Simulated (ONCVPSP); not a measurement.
Transferability test, ONCV potential for Bi (Z = 83)

| Item | Value |
| --- | --- |
| Element | Bi |
| Generator | ONCVPSP 4.0.1 |
| Type | optimised norm-conserving Vanderbilt (ONCV) |
| Functional | LDA (Perdew-Wang 92) |
| Relativity | scalar-relativistic |
| Frozen core | [Kr] 4d10 4f14 |
| Valence charge | 23 |
| Reference configuration | 5s2 5p6 5d10 6s2 6p2.75 (charge +0.25) |
| Partial waves | 5s+6s: rc 1.50 bohr, ncon 3, nbas 6, qcut 7.7 1/bohr, 2 projectors; 5p+6p: rc 1.70 bohr, ncon 4, nbas 9, qcut 9.8 1/bohr, 2 projectors; 5d: rc 1.60 bohr, ncon 3, nbas 8, qcut 7.7 1/bohr, 1 projector |
| Local potential | polynomial inside 1.05 bohr (lpopt 5, dvloc0 6 Ha) |
| Core correction | polynomial model core, fcfact 0.3 |

Energies are relative to the spin-unpolarised reference configuration 5s2 5p6 5d10 6s2 6p2.75; without spin polarisation the order of configurations can differ from experiment.

```
valence configuration  charge  ΔE all-electron (eV)  error AE − PS (meV)
 5s2 5p6 5d10 6s2 6p2      +1                 6.754                 -3.0
 5s2 5p6 5d10 6s2 6p1      +2                22.313                  -11
```

(1) What are ΔE and the potential's error for 5s2 5p6 5d10 6s2 6p3?

(2) What are ΔE and the potential's error for 5s2 5p6 5d10 6s2 6p2.5?

Results:

(1) ΔE = -1.394 eV all-electron; the error (AE − PS) is +0.6 meV.

(2) ΔE = 1.811 eV all-electron; the error (AE − PS) is -0.8 meV.
